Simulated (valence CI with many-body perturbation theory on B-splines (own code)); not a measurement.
Results of a calculation; reference values are marked as such.
## Sensitivity of CI+MBPT for Ca¹⁴⁺

Method: relativistic CI+MBPT: four valence electrons over a frozen Dirac-Fock core [He], a basis of 6 s, 6 p, 5 d, 3 f, 1 g functions for each j, with the one-electron correlation potential Σ1 (screened to all orders), the two-electron term Σ2, the three-electron term Σ3, Breit, model QED; selected single and double excitations, second order for the rest, scaled by the run's own slope (own B-spline code, finite nucleus).

No measured levels were compared; by estimate levels of excited configurations hold to 0.05 to 0.15 % of their energy, terms of the ground configuration to about 0.5 %.

The reference run has the lowest level 2s2 2p2 3P_0 and an ionisation energy of 894.655 eV. Its largest variational space holds 11907 state functions.

Reference levels: 2s2 2p2 3P_1 17542, 2s2 2p2 3P_2 35919, 2s2 2p2 1D_2 108939, 2s2 2p2 1S_0 198180, 2s 2p3 5S°_2 275473, 2s 2p3 3D°_2 496874, 2s 2p3 3D°_1 497786, 2s 2p3 3D°_3 500424, 2s 2p3 3P°_0 582138, 2s 2p3 3P°_1 583205, 2s 2p3 3P°_2 586059, 2s 2p3 3S°_1 729513 cm⁻¹.

(1) Rank these changes by the mean size of the shift of these levels, smallest first.
A. correlating orbitals by l 3 3 3 2 1 → 6 2 3 3 0; highest l in the core sums 6 → 4
B. QED terms on → off
C. scale of Σ1 1 → 1.1; averaging of valence orbitals over low configurations on → off

## Answers

(1) C (51 cm⁻¹), A (110 cm⁻¹), B (830 cm⁻¹).
